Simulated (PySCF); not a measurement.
## Two-component Hartree-Fock for Tl⁷¹⁺ (thallium, charge +71)

Start: [Ne]. Calculated with PySCF 2.14 in an uncontracted even-tempered set (16 s from 59 bohr⁻², ratio 2.4; 13 p from 76 bohr⁻², ratio 2.4; 5 d from 270 bohr⁻², ratio 2.6; 4 f from 400 bohr⁻², ratio 2.6): generalised Hartree-Fock with the X2C-1e Hamiltonian and a Gaussian nucleus; one run each with spin-orbit coupling (SO) switched off, then screened by Boettger's factors.

| spinor shell | electrons | ε, spin-free (eV) | ε, screened SO (eV) | weight of nominal j (screened SO) | rms radius, screened SO (bohr) |
| --- | --- | --- | --- | --- | --- |
| 1s1/2 | 2 | -92773.8 | -92747.2 | 1.000 | 0.0184 |
| 2s1/2 | 2 | -21791.3 | -21784.7 | 1.000 | 0.0730 |
| 2p1/2 | 2 | -19688.5 | -21234.7 | 1.000 | 0.0616 |
| 2p3/2 | 4 | -19688.5 | -19095.1 | 1.000 | 0.0693 |

```
   quantity     spin-free   screened SO
E (hartree)  -13522.80575  -13550.29234
        M_J             0             0
       ⟨J²⟩         0.000         0.000
       ⟨L²⟩         0.000         0.052
       ⟨S²⟩         0.000         0.052
```

Breit and QED terms are absent; they matter most for the inner s and p1/2 levels.

Densities and radii are taken from the X2C orbitals without a picture-change correction, which distorts them close to the nucleus.

Without spin-orbit coupling the j labels of p, d and f shells carry no meaning; the spin-free column gives the mean over the occupied spinors of each nl shell.
